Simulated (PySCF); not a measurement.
# Reading the logs of faulty runs: BGeH3NO cation

All numbers below are calculated, not measured. They come from PySCF 2.14.0, an open-source quantum chemistry program, on an isolated molecule that a program drew, which may never have been made. The molecule is BGeH3NO cation (charge +1, singlet), drawn as the SMILES string `[NH2][GeH+][B]=O`.

Each row is a Hartree-Fock (HF) and frozen-core CCSD(T) single point in the cc-pVDZ basis, meant for a local HF minimum. Run 1 is clean. Each other run has one planted mistake out of seven kinds, and not every kind appears here: one electron removed, one electron added, multiplicity raised by two, geometry at a saddle point, minimal basis STO-3G, one bond length entered in bohr, all coordinates scaled. The reference is restricted for singlets and unrestricted otherwise, and also for a bond in bohr. Adding or removing an electron swaps singlet and doublet. Electrons count all cores. HOMO and LUMO are orbital energies over both spins, the gradient is its largest component, and the lowest frequency (negative if imaginary) is given only where the gradient is small. Bond lengths are over the 6 bonds as drawn. T1 is the CCSD diagnostic: over 0.02 (restricted) or 0.045 (unrestricted) a single reference is doubtful. Germanium has the cc-pVDZ-PP basis, with a core potential (ECP10MDF) in place of its 10 inner electrons, and its 3s, 3p and 3d shells are frozen in CCSD(T).

Geometry of the clean run:
```xyz
7
BGeH3NO cation, angstrom
N     0.7638    0.1014   -0.4692
Ge    2.3058   -0.5504   -0.8758
B     3.4679    0.5413   -2.1437
O     4.1291    1.1771   -2.8742
H     0.4162    0.9784   -0.8215
H     0.1196   -0.3647    0.1490
H     2.6903   -1.8724   -0.2724
```

```
run,electrons,basis functions,<S^2>,HOMO (eV),LUMO (eV),gradient (hartree/bohr),lowest frequency (cm^-1),mean bond (Å),longest bond (Å),T1,HF (hartree),CCSD(T) (hartree),mistake
1,54,80,0.000,-18.36,-5.66,2.5e-05,128,1.4083,2.037,0.0231,-448.90523,-449.45747,no fault
2,54,80,1.030,-17.07,-6.44,1.1e-02,-,1.7104,3.850,0.0281,-448.80465,-449.32581,one bond length entered in bohr
3,53,80,0.761,-23.31,-14.67,1.2e-01,-,1.4083,2.037,0.0279,-448.31821,-448.82387,one electron removed
4,54,80,2.034,-13.65,-7.54,1.6e-01,-,1.4083,2.037,0.0198,-448.79415,-449.30327,multiplicity raised by two
5,55,80,0.767,-6.95,1.65,5.5e-02,-,1.4083,2.037,0.0189,-449.13630,-449.68787,?
```

**Which mistake was planted in run 5, and what did it cost?**

It counts 55 electrons, one more than the clean run, at the same geometry and basis. So the mistake is: one electron added. Subtracting run 1 and multiplying by 627.51 kcal/mol a hartree, the energy moved by -145.0 kcal/mol in HF and -144.6 kcal/mol in CCSD(T).

Cautions from the logs. Run 1: T1 is over the limit, so its CCSD(T) energy is less reliable.
